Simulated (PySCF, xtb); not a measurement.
CuI₂, SMILES [I][Cu-][I], charge -1, multiplicity 1.

Harmonic wavenumbers (cm⁻¹) from GFN2-xTB run with xtb 6.7.1 at its own minimum, in rising order: 60, 60, 113, 282.

### Question
What does PBE0-D3(BJ)/def2-SVPD (PySCF) give at its own minimum? (An estimate is asked for; the answer gives what the named calculation found.)

### Answer
58, 58, 130, 271. Paired by order, the mean absolute difference is 8 cm⁻¹ and the zero-point energies are 0.7 and 0.7 kcal/mol.
